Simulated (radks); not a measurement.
All-electron atom: Al IV in [He] 2s1.75 2p6 3s0.25 (fractional occupations, a model configuration).

Method: scalar-relativistic Kohn-Sham, PBEsol, spin-polarised, spherical densities, finite nucleus; open shells are filled with parallel spins first; Fermi nuclear charge, rms radius 3.061 fm; computed with a radial shooting solver on a logarithmic mesh with Libxc functionals.

Energy parts (eV):
part                      energy
total                  -6509.755
kinetic                 6521.626
electron-nucleus      -15204.294
Hartree                 2635.635
exchange-correlation    -462.723

Orbitals (lengths in bohr, moments of r in powers of bohr; <r^-3> diverges for s and p1/2):
orbital	occ.	eigenvalue (eV)	<1/r>	<r^-3>	<r>
1s up	1	-1549.690	12.62	-	0.1203
1s down	1	-1549.246	12.62	-	0.1203
2s up	1	-146.9847	2.361	-	0.6197
2s down	0.75	-146.1742	2.359	-	0.6201
2p up	3	-108.7650	2.241	36.78	0.5910
2p down	3	-108.0151	2.241	36.80	0.5911
3s up	0.25	-34.3871	0.6799	-	2.023

The highest occupied level is 3s up at -34.387 eV. The spin density at the nucleus is 13.74 e/bohr^3 (1s 0.21, 2s 12.11, 3s 1.42). Spin moment in Bohr magnetons: 0.5. The electron density at the nucleus is 1485 e/bohr^3 (large components only).
